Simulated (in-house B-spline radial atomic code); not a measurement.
A fraction x of an electron is removed from 3p in the chlorine ion Cl²⁺, starting from [Ne] 3s2 3p3 and keeping the highest spin. Method: scalar-relativistic (X2C) B97-1, spin-polarised, spherical fractional occupations, Fermi nucleus of rms radius 3.3654 fm. Calculated with a radial B-spline atomic code at the basis-set limit.

Caution: exact exchange at fractional occupations of open shells leaves self-interaction of up to several eV.

```csv
x,E(x) - E(0) (eV),3p up level (eV)
0,0.0000,-34.442
0.13,4.5787,-36.002
0.31,11.2551,-38.185
0.49,18.3268,-40.395
0.5,18.7314,-40.518
0.53,19.9525,-40.889
0.68,26.2257,-42.755
0.86,34.1247,-45.016
0.95,38.2274,-46.155
1,40.5511,-46.790
```

The exact functional would give a straight line between the two integer points. Deviations E(x) - E(0) - x[E(1) - E(0)], in eV: -0.693 at x = 0.13, -1.316 at x = 0.31, -1.543 at x = 0.49, -1.544 at x = 0.5, -1.54 at x = 0.53, -1.349 at x = 0.68, -0.749 at x = 0.86, -0.296 at x = 0.95.

The curve lies below the straight line by up to 1.544 eV (at x = 0.5): convex, the delocalisation error, to which spherically averaged exact exchange adds.

Problem. How well does Slater's transition state (minus the level at half occupation) give the ionisation energy?

Solution. It gives 40.518 eV against 40.551 eV from the two total energies; NIST lists 39.80 eV, ground level to ground level. The end point has an open shell averaged over its orbitals, so its exact exchange keeps a self-interaction and this is no true integer point.
